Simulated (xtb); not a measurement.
CBrF$_{3}$, charge +1, doublet, at the geometry of the source list (a state made from the parent by changing its charge; the spin is typed, not shown lowest); GFN2-xTB with ALPB(water) (xtb).

The xtb input:
```
$ xtb mol.xyz --gfn 2 --chrg 1 --uhf 1 --alpb water --json

# file mol.xyz
5

F     -0.58660000    -0.60490000    -1.07020000
C     -0.11260000     0.00460000    -0.00080000
F     -0.60050000    -0.58490000     1.07350000
F     -0.51680000     1.26010000    -0.01510000
Br     1.81660000    -0.07500000     0.01250000
```

Problem. Predict the main parts of the log of this xtb run.

Solution. 
```
   ID    Z sym.   atoms
    1    9 F      1, 3, 4
    2    6 C      2
    3   35 Br     5

           -------------------------------------------------
          |                Calculation Setup                |
           -------------------------------------------------

           -------------------------------------------------
          |                 G F N 2 - x T B                 |
           -------------------------------------------------

      * Solvation model:               ALPB
        Solvent                        water
        Parameter file                 internal GFN2-xTB/ALPB
        Dielectric constant                8.0200E+01
        Reference state                gsolv [1 M gas/solution]
        Free energy shift                  1.0808E-03 Eh       6.7819E-01 kcal/mol
        Temperature                        2.9815E+02 K
        Density                            1.0000E+00 kg/L
        Solvent mass                       1.8000E+01 g/mol
        Interaction kernel             P16
        Born radius scaling (c1)           1.4744E+00
        Born radii integrator          GBOBC
        Born offset                        0.0000E+00 a0       0.0000E+00 AA
        H-bond correction              true
        Ion screening                  false
        Surface tension                    1.0000E-05 Eh       1.5569E+01 dyn/cm
        Grid points                               230 per atom

          ...................................................
          :                      SETUP                      :
          :.................................................:
          :  # basis functions                  26          :
          :  # atomic orbitals                  25          :
          :  # shells                           11          :
          :  # electrons                        31          :
          :  max. iterations                   250          :
          :  Hamiltonian                  GFN2-xTB          :
          :  restarted?                      false          :
          :  GBSA solvation                   true          :
          :  PC potential                    false          :
          :  electronic temp.          300.0000000     K    :
          :  accuracy                    1.0000000          :
          :  -> integral cutoff          0.2500000E+02      :
          :  -> integral neglect         0.1000000E-07      :
          :  -> SCF convergence          0.1000000E-05 Eh   :
          :  -> wf. convergence          0.1000000E-03 e    :
          :  Broyden damping             0.4000000          :
          :  net charge                          1          :
          :  unpaired electrons                  1          :
          ...................................................

 iter      E             dE          RMSdq      gap      omega  full diag
   1    -19.8351225 -0.198351E+02  0.524E+00    7.04       0.0  T
   2    -19.8908533 -0.557308E-01  0.387E+00    6.31       1.0  T
   3    -19.8947623 -0.390904E-02  0.232E+00    6.52       1.0  T
   4    -19.8920056  0.275671E-02  0.143E+00    6.22       1.0  T
   5    -19.8949946 -0.298901E-02  0.127E+00    6.39       1.0  T
   6    -19.8925312  0.246335E-02  0.214E+00    6.23       1.0  T
   7    -19.8942639 -0.173266E-02  0.152E+00    6.34       1.0  T
   8    -19.8931716  0.109232E-02  0.147E+00    6.57       1.0  T
   9    -19.8957659 -0.259435E-02  0.499E-01    6.54       1.0  T
  10    -19.8956583  0.107640E-03  0.696E-01    6.55       1.0  T
  11    -19.8961459 -0.487657E-03  0.256E-01    6.53       1.0  T
  12    -19.8961771 -0.311435E-04  0.112E-01    6.51       1.0  T
  13    -19.8961380  0.390962E-04  0.206E-01    6.50       1.0  T
  14    -19.8961665 -0.285402E-04  0.167E-01    6.50       1.0  T
  15    -19.8962011 -0.345555E-04  0.372E-02    6.52       1.2  T
  16    -19.8962036 -0.255891E-05  0.421E-03    6.52      10.6  T
  17    -19.8962037 -0.394760E-07  0.597E-04    6.52      74.9  T
  18    -19.8962037 -0.119798E-08  0.292E-04    6.52     153.0  T

   *** convergence criteria satisfied after 18 iterations ***

         :::::::::::::::::::::::::::::::::::::::::::::::::::::
         ::                     SUMMARY                     ::
         :::::::::::::::::::::::::::::::::::::::::::::::::::::
         :: total energy             -19.852548199897 Eh    ::
         :: total w/o Gsasa/hb       -19.855197278552 Eh    ::
         :: gradient norm              0.084912598895 Eh/a0 ::
         :: HOMO-LUMO gap              6.516715072756 eV    ::
         ::.................................................::
         :: SCC energy               -19.896203532658 Eh    ::
         :: -> isotropic ES            0.205600163201 Eh    ::
         :: -> anisotropic ES          0.018456994979 Eh    ::
         :: -> anisotropic XC         -0.023014972145 Eh    ::
         :: -> dispersion             -0.002311902674 Eh    ::
         :: -> Gsolv                  -0.088792688970 Eh    ::
         ::    -> Gelec               -0.091441767624 Eh    ::
         ::    -> Gsasa                0.003440348660 Eh    ::
         ::    -> Ghb                 -0.001872029704 Eh    ::
         ::    -> Gshift               0.001080759698 Eh    ::
         :: repulsion energy           0.043655332761 Eh    ::
         :: add. restraining           0.000000000000 Eh    ::
         :: total charge               1.000000000003 e     ::
         :::::::::::::::::::::::::::::::::::::::::::::::::::::

           -------------------------------------------------
          |                Property Printout                |
           -------------------------------------------------

    * Orbital Energies and Occupations

         #    Occupation            Energy/Eh            Energy/eV
      -------------------------------------------------------------
         1        2.0000           -1.0104886             -27.4968
       ...           ...                  ...                  ...
         4        2.0000           -0.9840359             -26.7770
         5        2.0000           -0.7900803             -21.4992
         6        2.0000           -0.7595597             -20.6687
         7        2.0000           -0.7474740             -20.3398
         8        2.0000           -0.7474723             -20.3398
         9        2.0000           -0.6668304             -18.1454
        10        2.0000           -0.6668295             -18.1454
        11        2.0000           -0.6524371             -17.7537
        12        2.0000           -0.6524362             -17.7537
        13        2.0000           -0.6516037             -17.7310
        14        1.9857           -0.6407579             -17.4359
        15        1.5072           -0.6367662             -17.3273
        16        1.5071           -0.6367660             -17.3273 (HOMO)
        17                         -0.3972811             -10.8106 (LUMO)
        18                         -0.1656063              -4.5064
        19                         -0.1656020              -4.5063
        20                         -0.1466994              -3.9919
        21                         -0.1466971              -3.9918
        22                          0.0077692               0.2114
        23                          0.0308574               0.8397
        24                          0.0309141               0.8412
        25                          0.2181081               5.9350
      -------------------------------------------------------------
                  HL-Gap            0.2394849 Eh            6.5167 eV
             Fermi-level           -0.5768812 Eh          -15.6977 eV

     #   Z          covCN         q      C6AA      α(0)
     1   9 F        0.857    -0.059     9.877     3.713
     2   6 C        3.269     0.546    17.273     6.704
     3   9 F        0.857    -0.059     9.877     3.713
     4   9 F        0.857    -0.059     9.877     3.713
     5  35 Br       1.116     0.632   168.565    20.934

 Mol. C6AA /au·bohr⁶  :        692.031547
 Mol. C8AA /au·bohr⁸  :      26663.497539
 Mol. α(0) /au        :         38.776430

Wiberg/Mayer (AO) data.
largest (>0.10) Wiberg bond orders for each atom

 ---------------------------------------------------------------------------
     #   Z sym  total        # sym  WBO       # sym  WBO       # sym  WBO
 ---------------------------------------------------------------------------
     1   9 F    1.225 --     2 C    1.031
     2   6 C    3.907 --     3 F    1.031     1 F    1.031     4 F    1.030
                             5 Br   0.815
     3   9 F    1.225 --     2 C    1.031
     4   9 F    1.225 --     2 C    1.030
     5  35 Br   1.076 --     2 C    0.815
 ---------------------------------------------------------------------------

Topologies differ in total number of bonds
Writing topology from bond orders to xtbtopo.mol

molecular dipole:
                 x           y           z       tot (Debye)
 q only:        2.245      -0.093       0.015
   full:        2.108      -0.087       0.014       5.362
molecular quadrupole (traceless):
                xx          xy          yy          xz          yz          zz
 q only:        7.748      -0.480      -3.864       0.080      -0.003      -3.883
  q+dip:        5.853      -0.363      -2.919       0.060      -0.003      -2.934
   full:        6.091      -0.378      -3.038       0.063      -0.003      -3.053

           -------------------------------------------------
          | TOTAL ENERGY              -19.852548199897 Eh   |
          | GRADIENT NORM               0.084912598895 Eh/α |
          | HOMO-LUMO GAP               6.516715072756 eV   |
           -------------------------------------------------

normal termination of xtb
```
